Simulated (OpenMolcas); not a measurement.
What dynamic correlation does to the levels of Kr²⁺

```
Program             : OpenMolcas
Basis               : ANO-R2 [6s5p4d3f1g]
Scalar Hamiltonian  : X2C, finite nucleus
Active space        : 6 electrons in 9 orbitals (RAS2 4s 4p; RAS3 4d, at most 2 electrons)
State averaging     : 2S+1 = 3 even, 3 roots; 2S+1 = 1 even, 6 roots; 2S+1 = 3 odd, 3 roots; 2S+1 = 1 odd, 3 roots
Spin-orbit coupling : RASSI with atomic mean-field integrals over the reference wave functions, term energies averaged over their components
```

Methods on the same reference wave functions:
A. RASSCF
B. SS-RASPT2, IPEA 0.25 Eh, imaginary shift 0.1 Eh (closed shells correlated: 3d)

Energies in eV above 4s² 4p⁴ ³P₂, the measured ground level; measured values from Saloman, J. Phys. Chem. Ref. Data 36, 215 (2007).

```csv
Level,A,B,Measured
4s² 4p⁴ ³P₂,0.0000,0.0000,0.0000
4s² 4p⁴ ³P₁,0.4951,0.501,0.5639
4s² 4p⁴ ³P₀,0.6068,0.609,0.6587
4s² 4p⁴ ¹D₂,2.0086,1.817,1.8157
4s² 4p⁴ ¹S₀,4.2243,4.121,4.1013
4s 4p⁵ ³P°₂,14.3104,14.508,14.3736
4s 4p⁵ ³P°₁,14.7103,14.905,14.8013
4s 4p⁵ ³P°₀,14.9394,15.137,15.0694
```

Deviations, from unrounded energies. A percentage is the sum of absolute deviations over the sum of measured energies, with the sign that they share, or ± where signs differ.

```
                        Against measurement  Levels     A     B
             mean absolute deviation (cm-1)       7   830   510
      fine structure of the ground term (%)       2  -9.9  -9.2
other terms of the ground configuration (%)       2  +5.3  +0.4
                   other configurations (%)       3  -0.6  +0.7
```

B lies closest to measurement on these levels. The largest miss of B in the table is 4s 4p⁵ ³P°₂, by +1100 cm-1. The ranking rests on the paired levels alone, and a cruder setting can come out closer through cancelling errors.

From A to B the spin-free energies of the other terms of 4s² 4p⁴ shown, above ³P, scale by factors of 0.88 to 0.97.

The lowest spin-free term lies below A's lowest term by 0.500 hartree in B.

Term energies are means over components that CASPT2 splits; among the terms shown or strongly mixed into the levels shown the widest spread is 32 cm-1 (4s² 4p⁴ ¹D, B). Active for correlation alone: 4d; no level in the range computed is led by a configuration that fills it, so any true level of that kind is missing. Some terms mix strongly with configurations of 4d, whose occupation reaches 0.23 (4s 4p⁵ ³P°). Measured partners are found by configuration, term and J. A level has none where our copy of the source lacks it or the pairing is in doubt (some pairs that miss far off the trend of their configuration count as doubtful), and it then counts in no deviation. Only configurations of the active space appear. The table leaves out levels that lie high or whose names do not pair safely across all columns.

° marks odd parity.
